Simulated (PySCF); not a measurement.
# How methods differ on the excitation energy of V⁺

V⁺ [Ar] 3d4 (5D) → V⁺ [Ar] 3d3 4s1 (5F), as a difference of total energies. Calculation: PySCF 2.14, in aug-cc-pwCVTZ-DK (10s9p7d4f3g, 127 functions); scalar relativity by spin-free X2C-1e. Correlated levels: valence: [Ar] frozen; valence and next inner shell: [Ne] frozen; nothing frozen. The calculations carry no spin-orbit coupling.

```
                                method  excitation energy (cm⁻¹)  error (cm⁻¹)
                                   UHF                   -3626.1         -6346
                                   LDA                    5604.5         +2885
                                   PBE                    4075.4         +1355
                                  PBE0                    3347.0          +627
                                r2SCAN                    1209.4         -1511
                                 B97-3                    3157.4          +438
                                  BP86                    3739.8         +1020
                                M06-2X                    3628.4          +908
                         MP2 (valence)                    439.35         -2281
                     SCS-MP2 (valence)                   -2271.0         -4991
    MP2 (valence and next inner shell)                    3742.6         +1023
SCS-MP2 (valence and next inner shell)                    823.96         -1896
                   MP2 (all electrons)                    3879.0         +1159
               SCS-MP2 (all electrons)                    907.33         -1813
```

Reference: 2719.9 cm⁻¹ (measured; NIST levels, between the centres of gravity of the two terms).

Errors of the correlated levels include the incompleteness of this basis and the frozen core.
